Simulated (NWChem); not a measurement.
Species: HfSCl2; SMILES [Cl][Hf](=[S])[Cl]

```xyz
4

Hf     0.0004     0.0691     0.0000
S     -0.0061    -2.1383     0.0000
Cl    -2.1217     1.1094     0.0000
Cl     2.1286     1.0968     0.0000
```
Atoms are numbered in this order, from 1.

This is a stationary point of PBE0/def2-SVP with def2 effective core potentials on Hf (NWChem), point group C2v. def2 effective core potentials on Hf; no spin-orbit coupling.

Is it a minimum? If not, what does it relax to?

No. It has an imaginary frequency of 48i cm⁻¹. Following that mode (on a finer grid) lowers the energy by 1.1 kcal/mol and ends, with real frequencies alone, at point group Cs:
```xyz
4

Hf    -0.0001    -0.0353     0.2964
S     -0.0064    -2.1541    -0.3068
Cl    -2.0031     1.0336    -0.3094
Cl     2.0092     1.0217    -0.3094
```
